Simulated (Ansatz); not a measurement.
Ansatz (a program for electronic structure) input file for sulfur difluoride anion (F2S), SMILES FSF (connectivity only; charge and spin as stated), charge -1, multiplicity 2, B3LYP-D3(BJ)/def2-TZVPD. 

Ansatz 0.2 input:
```yaml
crystal:
  periodic: [false, false, false]
  atoms:
    - {symbol: F, position_ang: [-0.00000000, -1.17778498, -0.67746406]}
    - {symbol: S, position_ang: [0.00000000, -0.00000000, 0.76214706]}
    - {symbol: F, position_ang: [-0.00000000, 1.17778499, -0.67746405]}
basis:
  gaussian:
    orbitals: def2-TZVPD
hamiltonian:
  xc: b3lyp
  dispersion: d3bj
total_charge: -1
magnetization: {spin_polarized: true, initial_magnetization: 1}
relax: {f_tol: 0.002, max_steps: 200}
```

Output:

```
WARN ansatz: RAYON_NUM_THREADS=1 ignored (pool sized by the plan → 1); use --threads N
Functional definition: B3LYP
integrals: 0.04 GiB planned
690 factors; their error is unknown
mean field: 0.49 GiB planned
mean field evaluation 1: about -16269.4438 eV, gradient 2.5e1 eV
mean field evaluation 2: about -16266.5352 eV, gradient 4.2e1 eV
mean field evaluation 4: about -16271.8836 eV, gradient 2.3e0 eV
mean field evaluation 8: about -16271.9378 eV, gradient 3.2e-2 eV
mean field evaluation 16: about -16271.9378 eV, gradient 2.9e-5 eV
mean field -16271.93776504 eV, -597.9826833498 hartree, gradient 2.9e-5 eV, S^2 0.754559; 1 other end points of the search recorded, 0 dependent functions left out
the calculation of the forces begins
reference -16271.93797730 eV, -597.9826911502 hartree; 18, 17 occupied and 108, 109 virtual orbitals, 690 factors
relax step   1: F+E_penalty+E_count = -16271.98697871 eV  Δ(F+E_penalty+E_count) = +0.000e0 eV  max|allowed force component| = 1.029e0 eV/Å  Δτ_max = 0.0000 Å  (42 SCF iters, accepted)
these checks for a lower state are left out or cut short: starts, cluster_reference, orbital_swaps, neighbouring_geometries, increment
integrals: 0.04 GiB planned
690 factors; their error is unknown
mean field: 0.49 GiB planned
mean field -16271.95484069 eV, -597.9833108682 hartree, gradient 1.1e-5 eV, S^2 0.754323; 0 other end points of the search recorded, 0 dependent functions left out
the calculation of the forces begins
reference -16271.95505246 eV, -597.9833186505 hartree; 18, 17 occupied and 108, 109 virtual orbitals, 690 factors
relax step   2: F+E_penalty+E_count = -16272.00391823 eV  Δ(F+E_penalty+E_count) = -1.694e-2 eV  max|allowed force component| = 3.683e-1 eV/Å  Δτ_max = 0.0398 Å  (39 SCF iters, accepted)
these checks for a lower state are left out or cut short: starts, cluster_reference, orbital_swaps, neighbouring_geometries, increment
integrals: 0.04 GiB planned
690 factors; their error is unknown
mean field: 0.49 GiB planned
mean field evaluation 32: about -16271.9656 eV, gradient 1.6e-5 eV
mean field -16271.96555892 eV, -597.9837047560 hartree, gradient 2.4e-5 eV, S^2 0.754222; 0 other end points of the search recorded, 0 dependent functions left out
the calculation of the forces begins
reference -16271.96577044 eV, -597.9837125292 hartree; 18, 17 occupied and 108, 109 virtual orbitals, 690 factors
relax step   3: F+E_penalty+E_count = -16272.01473273 eV  Δ(F+E_penalty+E_count) = -1.081e-2 eV  max|allowed force component| = 2.899e-1 eV/Å  Δτ_max = 0.0192 Å  (39 SCF iters, accepted)
these checks for a lower state are left out or cut short: starts, cluster_reference, orbital_swaps, neighbouring_geometries, increment
integrals: 0.04 GiB planned
690 factors; their error is unknown
mean field: 0.49 GiB planned
mean field -16271.97055391 eV, -597.9838883185 hartree, gradient 2.0e-5 eV, S^2 0.754046; 0 other end points of the search recorded, 0 dependent functions left out
the calculation of the forces begins
reference -16271.97076431 eV, -597.9838960506 hartree; 18, 17 occupied and 108, 109 virtual orbitals, 690 factors
relax step   4: F+E_penalty+E_count = -16272.01982180 eV  Δ(F+E_penalty+E_count) = -5.089e-3 eV  max|allowed force component| = 1.118e-2 eV/Å  Δτ_max = 0.0182 Å  (37 SCF iters, accepted)
these checks for a lower state are left out or cut short: starts, cluster_reference, orbital_swaps, neighbouring_geometries, increment
integrals: 0.04 GiB planned
690 factors; their error is unknown
mean field: 0.49 GiB planned
mean field -16271.97056935 eV, -597.9838888860 hartree, gradient 8.4e-6 eV, S^2 0.754048; 0 other end points of the search recorded, 0 dependent functions left out
the calculation of the forces begins
reference -16271.97077978 eV, -597.9838966190 hartree; 18, 17 occupied and 108, 109 virtual orbitals, 690 factors
relax step   5: F+E_penalty+E_count = -16272.01983055 eV  Δ(F+E_penalty+E_count) = -8.752e-6 eV  max|allowed force component| = 6.511e-3 eV/Å  Δτ_max = 0.0016 Å  (32 SCF iters, accepted)
these checks for a lower state are left out or cut short: starts, cluster_reference, orbital_swaps, neighbouring_geometries, increment
integrals: 0.04 GiB planned
690 factors; their error is unknown
mean field: 0.49 GiB planned
mean field -16271.97057102 eV, -597.9838889472 hartree, gradient 4.3e-5 eV, S^2 0.754050; 0 other end points of the search recorded, 0 dependent functions left out
the calculation of the forces begins
reference -16271.97078146 eV, -597.9838966807 hartree; 18, 17 occupied and 108, 109 virtual orbitals, 690 factors
relax step   6: F+E_penalty+E_count = -16272.01983400 eV  Δ(F+E_penalty+E_count) = -3.446e-6 eV  max|allowed force component| = 3.903e-5 eV/Å  Δτ_max = 0.0005 Å  (28 SCF iters, accepted)
integrals: 0.04 GiB planned
690 factors; their error is unknown
mean field: 0.49 GiB planned
mean field evaluation 64: about -16271.9378 eV, gradient 5.6e-2 eV
mean field -16271.97057102 eV, -597.9838889472 hartree, gradient 4.3e-5 eV, S^2 0.754050; 1 other end points of the search recorded, 0 dependent functions left out
the calculation of the forces begins
reference -16271.97078146 eV, -597.9838966807 hartree; 18, 17 occupied and 108, 109 virtual orbitals, 690 factors
Total energy: -16272.02004443 eV, -597.9857070616 hartree
Atom 0 at    -0.000000    -1.178112    -0.656696 Å, force    -0.000000     0.000002     0.000020 eV/Å
Atom 1 at     0.000000    -0.000000     0.720612 Å, force     0.000000     0.000000    -0.000039 eV/Å
Atom 2 at     0.000000     1.178112    -0.656696 Å, force    -0.000000    -0.000002     0.000020 eV/Å
Dipole moment:    -0.000000    -0.000000     0.102143 e Å
```

The run converged.

Cost: roughly 16 core-seconds.
